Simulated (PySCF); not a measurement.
CH₃F₃OSi, SMILES O[Si](F)(F)CF.

The structure is a stationary point at PBE-D3(BJ)/def2-SVP. The structure was generated by enumeration, and PubChem lists no compound with its InChIKey, so it may never have been made. One conformer was computed; it need not be the lowest.

Method: PBE-D3(BJ)/def2-SVP run with PySCF 2.14.0.

Frequencies are harmonic and unscaled.

Computed harmonic wavenumbers and intensities:
```csv
mode,ν (cm⁻¹),IR (km/mol),moving atoms (share of kinetic energy)
1,27,2.6,"F 60 %, H 17 %, C 13 %"
2,157,9.7,"F 53 %, O 29 %, H 10 %"
3,182,9.0,"F 38 %, O 25 %, H 21 %, C 13 %"
4,261,3.7,F 83 %
5,282,40.3,"F 39 %, O 30 %, Si 17 %, H 14 %"
6,322,20.5,"F 43 %, O 21 %, Si 20 %, C 10 %"
7,362,63.2,H 88 %
8,390,50.6,"F 51 %, Si 28 %, C 10 %"
9,657,0.2,"C 45 %, O 17 %, F 16 %, H 15 %"
10,736,2.0,"H 62 %, C 27 %, F 10 %"
11,807,83.8,"H 37 %, F 36 %, Si 15 %"
12,875,299.2,"H 42 %, O 28 %, Si 24 %"
13,946,165.4,"Si 50 %, F 45 %"
14,981,70.8,"Si 44 %, O 21 %, F 19 %, H 10 %"
15,1018,107.9,"C 45 %, F 37 %"
16,1188,4.7,H 91 %
17,1256,5.1,"H 73 %, C 25 %"
18,1399,6.2,H 94 %
19,2971,9.9,H 95 %
20,3034,8.3,"H 90 %, C 10 %"
21,3712,101.8,H 94 %
```
